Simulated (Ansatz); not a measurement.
Consider the cleavage of the Si–In bond: `N[SiH]([SiH3])[InH2]` + HBr → `N[SiH]([SiH3])Br` + `[InH3]`.

Isolated molecules relaxed with PBE0-D4/def2-TZVP in Ansatz; ΔE leaves out vibrations. CBS: MP2 limit from def2 TZ/QZ plus the TZ coupled-cluster correction, frozen cores. DFT in def2-TZVPP. B3LYP here is the variant with VWN-RPA as its local correlation; programs differ in this. HSE06 is defined as in plane-wave codes. def2 core potentials past Kr. For Br, In outer-core shells are correlated without core-valence functions, which leaves a few kJ/mol of doubt a bond. Scalar relativity is left out up to krypton. One conformer a species, not always the lowest.

| level | ΔE (kJ/mol) | difference from CCSD(T)/CBS |
| --- | --- | --- |
| BLYP-D4 | -80.4 | 4.5 |
| B3LYP-D4 | -85.6 | -0.7 |
| HSE06-D4 | -81.9 | 3.0 |
| ωB97M-V | -92.7 | -7.8 |
| B2PLYP | -87.9 | -3.0 |
| revPBE | -74.8 | 10.1 |
| B3LYP | -85.5 | -0.6 |
| CAM-B3LYP | -91.9 | -7.0 |
| LC-ωPBE | -90.6 | -5.7 |
| RPA@PBE/def2-TZVPP | -79.8 | 5.1 |
| MP2/def2-SVP | -89.3 | -4.4 |
| CCSD/def2-SVP | -81.1 | 3.8 |
| CCSD(T)/def2-TZVPP | -83.4 | 1.5 |
| MP2/def2-QZVPP | -89.2 | -4.3 |
| SCS-MP2/def2-QZVPP | -90.7 | -5.8 |
| CCSD/CBS(def2) | -87.1 | -2.2 |
| CCSD(T)/CBS | -84.9 | 0 |

Largest T1 diagnostic among the species: 0.014.

From PBE to PBE0 (25 % exact exchange), in def2-TZVPP and without D4, ΔE moves by −7.0 kJ/mol. Leaving LDA and LC-ωPBE aside and taking each functional with its dispersion term where it has one, the values, not all of them listed here, spread over 17.9 kJ/mol, from BHLYP-D4 to PBE-D4.

CCSD(T)/CBS has its own doubt, a few kJ/mol and more with outer-core shells, so smaller differences from it don't rank the levels.
